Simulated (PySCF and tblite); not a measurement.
Results of a calculation; reference values are marked as such.
C₇H₅FO, numbered as in [O:1]=[CH:2][c:3]1[cH:4][cH:5][cH:6][c:7]([F:8])[cH:9]1. Conformers came from 60 starts (ETKDG and KDG, MMFF94s, GFN2-xTB); geometries are GFN2-xTB. Free energies are PBE0-D3(BJ)/pcSseg-1 (IEF-PCM, benzene) single points with GFN2-xTB rigid-rotor and vibrational terms (modes under about 100 cm⁻¹ blended into free rotors). Symmetry numbers and mirror images are counted. Conformers within 3 kcal/mol (GFN2-xTB free energy) were kept, 3 at most. GIAO shieldings: PBE0/pcSseg-1 (IEF-PCM, benzene). Shifts are against TMS (¹H), TMS (¹³C), CFCl3 (¹⁹F) at the same level. (PySCF 2.14, tblite 0.8.)

Torsions listed: O1–C2–C3–C4.

```tsv
conformer	shape	point group	mirror pair	ΔE(DFT)	Δ(G−E) at 250 K	δ C4 (ppm)
1	180°	Cs	no	0.00	0.00	136.2
2	0°	Cs	no	0.20	0.02	129.7
```

Energies in kcal/mol; the thermal term leaves out symmetry numbers and mirror images.

Task: Work out the weights at 250 K and the ¹³C shift of C4 under fast exchange.

Result: RT = 0.497 kcal/mol. Each conformer gets RT ln(σ/g), with σ the rotational symmetry number and g = 2 for a mirror pair: 1: σ = 1, g = 1, G = 0.00 + 0.00 + 0.00 = 0.00, 0.00 above the lowest, exp(−ΔG/RT) = 1.000; 2: σ = 1, g = 1, G = 0.20 + 0.02 + 0.00 = 0.22, 0.22 above the lowest, exp(−ΔG/RT) = 0.646. The sum is 1.646, so the weights are 60.8, 39.2 %. The averaged shift is 133.7 ppm. At 298.15 K it is 133.6 ppm. At 298.15 K the leading conformer alone gives 136.2 ppm and bare DFT energies give 133.5 ppm.


Conformer gaps in pcSseg-1 on xTB geometries can be 2 kcal/mol off for S=O, P=O and other polar bonds.